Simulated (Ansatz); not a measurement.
Geometry optimisation of AlFH$_{5}$NSi$_{2}$, SMILES `N[Si@@H]1[AlH][Si@H]1F`.

```yaml
crystal:
  periodic: [false, false, false]
  atoms:
    - {symbol: N, position_ang: [-1.985492, -0.106360, -0.799114]}
    - {symbol: Si, position_ang: [-0.281348, -0.378733, -0.626727]}
    - {symbol: Al, position_ang: [0.724207, -0.594778, 1.683328]}
    - {symbol: Si, position_ang: [1.176544, 1.226959, 0.277181]}
    - {symbol: F, position_ang: [2.210406, 2.452926, -0.138485]}
    - {symbol: H, position_ang: [-2.447764, -0.195629, -1.705674]}
    - {symbol: H, position_ang: [-2.507542, 0.495428, -0.159074]}
    - {symbol: H, position_ang: [0.038551, -1.246515, -1.826231]}
    - {symbol: H, position_ang: [1.111644, -1.526343, 2.939714]}
    - {symbol: H, position_ang: [2.043795, -0.178056, 0.358182]}
basis:
  gaussian: {orbitals: def2-TZVP}
hamiltonian: {xc: pbe0, dispersion: d4}
relax: {f_tol: 0.005, max_steps: 150}
```

```sh
$ ansatz run in.yaml --threads 4 --pin off --events-out ev --progress --plain
```

Shortened log:

```
Functional definition: PBE0
mean field -26629.94088062 eV, -978.6322769407 hartree, gradient 4.2e-5 eV, S^2 0.000000; 0 other end points of the search recorded, 0 dependent functions left out
relax step   1: F+E_penalty+E_count = -26630.15403323 eV  Δ(F+E_penalty+E_count) = +0.000e0 eV  max|allowed force component| = 9.163e-1 eV/Å  Δτ_max = 0.0000 Å  (30 SCF iters, accepted)
mean field -26629.99171249 eV, -978.6341449773 hartree, gradient 1.1e-5 eV, S^2 0.000000; 0 other end points of the search recorded, 0 dependent functions left out
relax step   2: F+E_penalty+E_count = -26630.20521141 eV  Δ(F+E_penalty+E_count) = -5.118e-2 eV  max|allowed force component| = 5.835e-1 eV/Å  Δτ_max = 0.0433 Å  (34 SCF iters, accepted)
mean field -26630.00762950 eV, -978.6347299165 hartree, gradient 1.1e-5 eV, S^2 0.000000; 0 other end points of the search recorded, 0 dependent functions left out
relax step   3: F+E_penalty+E_count = -26630.22130917 eV  Δ(F+E_penalty+E_count) = -1.610e-2 eV  max|allowed force component| = 7.996e-2 eV/Å  Δτ_max = 0.0448 Å  (33 SCF iters, accepted)
mean field -26630.00788264 eV, -978.6347392195 hartree, gradient 9.9e-6 eV, S^2 0.000000; 0 other end points of the search recorded, 0 dependent functions left out
relax step   4: F+E_penalty+E_count = -26630.22187948 eV  Δ(F+E_penalty+E_count) = -5.703e-4 eV  max|allowed force component| = 5.069e-2 eV/Å  Δτ_max = 0.0179 Å  (33 SCF iters, accepted)
mean field -26630.00859464 eV, -978.6347653849 hartree, gradient 1.0e-5 eV, S^2 0.000000; 0 other end points of the search recorded, 0 dependent functions left out
relax step   5: F+E_penalty+E_count = -26630.22245116 eV  Δ(F+E_penalty+E_count) = -5.717e-4 eV  max|allowed force component| = 1.603e-2 eV/Å  Δτ_max = 0.0137 Å  (33 SCF iters, accepted)
mean field -26630.00870168 eV, -978.6347693187 hartree, gradient 1.0e-5 eV, S^2 0.000000; 0 other end points of the search recorded, 0 dependent functions left out
relax step   6: F+E_penalty+E_count = -26630.22253314 eV  Δ(F+E_penalty+E_count) = -8.198e-5 eV  max|allowed force component| = 1.580e-2 eV/Å  Δτ_max = 0.0048 Å  (34 SCF iters, accepted)
mean field -26630.00885721 eV, -978.6347750340 hartree, gradient 9.9e-6 eV, S^2 0.000000; 0 other end points of the search recorded, 0 dependent functions left out
relax step   7: F+E_penalty+E_count = -26630.22265829 eV  Δ(F+E_penalty+E_count) = -1.252e-4 eV  max|allowed force component| = 1.125e-2 eV/Å  Δτ_max = 0.0131 Å  (33 SCF iters, accepted)
mean field -26630.00892020 eV, -978.6347773488 hartree, gradient 9.9e-6 eV, S^2 0.000000; 0 other end points of the search recorded, 0 dependent functions left out
relax step   8: F+E_penalty+E_count = -26630.22268151 eV  Δ(F+E_penalty+E_count) = -2.322e-5 eV  max|allowed force component| = 4.574e-3 eV/Å  Δτ_max = 0.0046 Å  (33 SCF iters, accepted)
mean field -26630.00892020 eV, -978.6347773488 hartree, gradient 3.5e-5 eV, S^2 0.000000; 1 other end points of the search recorded, 0 dependent functions left out
Total energy: -26630.22271859 eV, -978.6426342950 hartree
Atom 0 at    -1.954315    -0.071176    -0.802361 Å, force    -0.003331     0.001524     0.000161 eV/Å
Atom 1 at    -0.278854    -0.369023    -0.623058 Å, force     0.002780    -0.001378     0.004355 eV/Å
Atom 2 at     0.722817    -0.611314     1.663737 Å, force     0.000197    -0.000563    -0.004574 eV/Å
Atom 3 at     1.160676     1.195467     0.282843 Å, force     0.002172     0.000267     0.001092 eV/Å
Atom 4 at     2.144833     2.402531    -0.127238 Å, force    -0.000953     0.001243    -0.001041 eV/Å
Atom 5 at    -2.427129    -0.225206    -1.676409 Å, force    -0.001072    -0.001072    -0.000547 eV/Å
Atom 6 at    -2.476419     0.523483    -0.181293 Å, force     0.002714    -0.001232    -0.000461 eV/Å
Atom 7 at     0.032778    -1.229296    -1.805804 Å, force     0.000771     0.001882     0.002492 eV/Å
Atom 8 at     1.120629    -1.500810     2.924059 Å, force    -0.001540     0.001750    -0.003344 eV/Å
Atom 9 at     2.037985    -0.165758     0.348623 Å, force    -0.001737    -0.002421     0.001868 eV/Å
Dipole moment:    -0.521442    -0.167347    -0.012502 e Å
```

It took 28 s on 4 threads of a server CPU on a shared host, with 0.62 GiB of host memory at the peak.
